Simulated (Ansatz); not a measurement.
Reaction (atomization): `C=CC[NH][GeH3]` → 3 C• + Ge• + 9 H• + N•

Computed with Ansatz on PBE0-D4/def2-TZVP structures; ΔE is electronic, products minus reactants. CBS: MP2 limit from def2 TZ/QZ plus the TZ coupled-cluster correction, frozen cores. This one scheme is used for every species, atoms too. For atomizations the MP2-based limit and the directly extrapolated one differ by several kJ/mol either way, and by 10 to 25 for some Ge, Se and Sn compounds, so smaller differences from it don't rank the levels. Functionals use def2-TZVPP. HSE06 is defined as in plane-wave codes. No spin–orbit coupling; open shells (•) take unrestricted orbitals. Spin–orbit coupling would lower the free atoms: a little for C; clearly for Ge. Bonds to Ge are less sure, by a few kJ/mol each and by 10 to 20 or more in all where they break to atoms, as the def2 sets lack core-valence functions. Scalar relativity is left out up to krypton. Each species was taken in one conformer, which may not be the lowest.

| level | ΔE (kJ/mol) |
| --- | --- |
| PBE-D4 | 5142.3 |
| BLYP-D4 | 5046.6 |
| BHLYP-D4 | 4935.1 |
| PBE-QIDH | 5027.9 |
| HSE06 | 5048.9 |
| MP2/def2-TZVPP | 4979.1 |
| CCSD(T)/def2-TZVPP | 4946.5 |
| HF/CBS(def2) | 3675.6 |

What does CCSD(T)/CBS give? (An estimate is asked.)

Computed: +5062.0 kJ/mol. The listed levels differ from it by 80.3, -15.4, -126.9, -34.1, -13.1, -82.9, -115.5, -1386.4 kJ/mol.

Largest T1 diagnostic among the species: 0.011.

The D4 term adds +42.8 kJ/mol with B3LYP and +22.7 kJ/mol with PBE0; it sums over pairs of atoms, weighted by their polarisabilities, and B3LYP, whose exchange is more repulsive, gets the larger term. Leaving LDA and LC-ωPBE aside and taking each functional with its dispersion term where it has one, the values spread over 207.2 kJ/mol, from BHLYP-D4 to PBE-D4. LDA lies +652.5 kJ/mol from PBE without D4, its usual overbinding. From BLYP to BHLYP (50 % exact exchange), in def2-TZVPP and without D4, ΔE moves by −83.4 kJ/mol: exact exchange takes away binding that semilocal exchange gives to molecules.

B3LYP here is the variant with VWN-RPA as its local correlation; programs differ in this.
